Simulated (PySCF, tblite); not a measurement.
Compound: C₅H₁₄N₂O₂Si.
Atom-mapped SMILES: `[CH2:1]=[C:2]([CH2:3][O:4][Si@@H:5]([NH2:6])[OH:7])[N:8]([CH3:9])[CH3:10]` (hydrogens: H11, H12 on C1; H13, H14 on C3; H15 on Si5; H16, H17 on N6; H18 on O7; H19, H20, H21 on C9; H22, H23, H24 on C10)

Jobs on this species (24 atoms, 88 electrons) with PySCF (density fitting) and tblite. Hardware of each: an Arm Neoverse N1 with one thread, on a shared host. The host was shared with other jobs, so the times are rough.

```
level and settings                                     work  basis functions  SCF cycles  wall time
          GFN2-xTB            Hessian by finite differences                –           –          ?
          GFN2-xTB                        L-BFGS relaxation                –           –      5.0 s
     PBE0/pcSseg-1  shieldings, charges and field gradients              247          14    1.9 min
```

Q: Fill in the missing figures.

A: 
- GFN2-xTB; Hessian by finite differences: 2.2 s

Q: What do all jobs in the table cost together?

A: About 2.0 min; the longest takes about 94 % of that, and about 52 times as long as the shortest.
